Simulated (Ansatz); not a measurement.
Pt₄H₇. Total charge 0; doublet. Geometry r2SCAN-D4/def2-SVP; atoms count from 1.

```xyz
11

Pt   -1.1435   -1.2436   -0.3780
Pt   -0.1980    1.2950   -0.4449
Pt    1.4784   -0.9747   -0.1183
Pt    0.0561    0.0304    1.8142
H     1.8260   -0.3805   -1.4921
H     1.2339    0.6338    2.6112
H    -1.2540    2.4039   -0.2906
H    -2.6139   -1.1762   -0.8713
H     2.0957   -1.9595   -1.1614
H    -2.1572   -1.2048    0.7666
H     0.6765    2.5764   -0.4354
```

In the def2 sets Pt takes a core potential; there is no spin–orbit coupling. The structure comes from a short search, and lower isomers may exist.

**Question.** Estimate the Mulliken populations from the PBE0/def2-TZVP orbitals of Ansatz.

**Answer.** 
```tsv
atom	charge (e)	spin (α − β)	d electrons
Pt1	-0.08	0.00	8.88
Pt2	-0.09	0.45	8.77
Pt3	-0.13	0.01	8.85
Pt4	-0.12	0.48	8.89
H5	0.09	0.01	–
H6	0.04	0.02	–
H7	0.07	0.03	–
H8	0.06	0.00	–
H9	0.04	0.00	–
H10	0.09	0.00	–
H11	0.05	0.01	–
```
Mulliken values depend strongly on the basis.

**Question.** Where does the spin sit?

**Answer.** Summed by element: Pt 0.94, H 0.06, of 1 unpaired in all. Largest on single atoms: Pt4 0.48, Pt2 0.45, H7 0.03.

**Question.** And the Mayer bond orders between heavy atoms (over 0.3)?

**Answer.** Pt1–Pt2 0.34 (2.71 Å); Pt1–Pt3 0.48 (2.65 Å); Pt2–Pt4 0.60 (2.60 Å); Pt3–Pt4 0.60 (2.60 Å).
